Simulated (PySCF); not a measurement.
**Bond curve of Cu₂**

Set-up: Cu x2c-TZVPPall; spin-free X2C with a Gaussian nucleus (PySCF 2.14). Energies in eV from Cu (3d10 4s1) + Cu (3d10 4s1) in their ground configurations at the same level. State: ¹Σg⁺ (singlet), closed shell.

All columns are PBE0.

```json
{"R (Å)": "1.940", "E (eV)": "-1.299", "HOMO (eV)": "-6.15", "LUMO (eV)": "-1.97", "Mayer bond order": "1.14", "⟨S²⟩": "0.00"}
{"R (Å)": "2.030", "E (eV)": "-1.633", "HOMO (eV)": "-6.07", "LUMO (eV)": "-2.04", "Mayer bond order": "1.13", "⟨S²⟩": "0.00"}
{"R (Å)": "2.121", "E (eV)": "-1.811", "HOMO (eV)": "-5.99", "LUMO (eV)": "-2.11", "Mayer bond order": "1.11", "⟨S²⟩": "0.00"}
{"R (Å)": "2.188", "E (eV)": "-1.871", "HOMO (eV)": "-5.94", "LUMO (eV)": "-2.16", "Mayer bond order": "1.09", "⟨S²⟩": "0.00"}
{"R (Å)": "2.256", "E (eV)": "-1.886", "HOMO (eV)": "-5.90", "LUMO (eV)": "-2.21", "Mayer bond order": "1.08", "⟨S²⟩": "0.00"}
{"R (Å)": "2.324", "E (eV)": "-1.867", "HOMO (eV)": "-5.85", "LUMO (eV)": "-2.26", "Mayer bond order": "1.07", "⟨S²⟩": "0.00"}
{"R (Å)": "2.414", "E (eV)": "-1.802", "HOMO (eV)": "-5.80", "LUMO (eV)": "-2.34", "Mayer bond order": "1.06", "⟨S²⟩": "0.00"}
{"R (Å)": "2.527", "E (eV)": "-1.681", "HOMO (eV)": "-5.73", "LUMO (eV)": "-2.42", "Mayer bond order": "1.05", "⟨S²⟩": "0.00"}
{"R (Å)": "2.662", "E (eV)": "-1.501", "HOMO (eV)": "-5.65", "LUMO (eV)": "-2.53", "Mayer bond order": "1.04", "⟨S²⟩": "0.00"}
{"R (Å)": "2.843", "E (eV)": "-1.238", "HOMO (eV)": "-5.55", "LUMO (eV)": "-2.67", "Mayer bond order": "1.03", "⟨S²⟩": "0.00"}
```

Closed-shell solutions of metal pairs were not tested for spin polarisation, which can lower them a little.
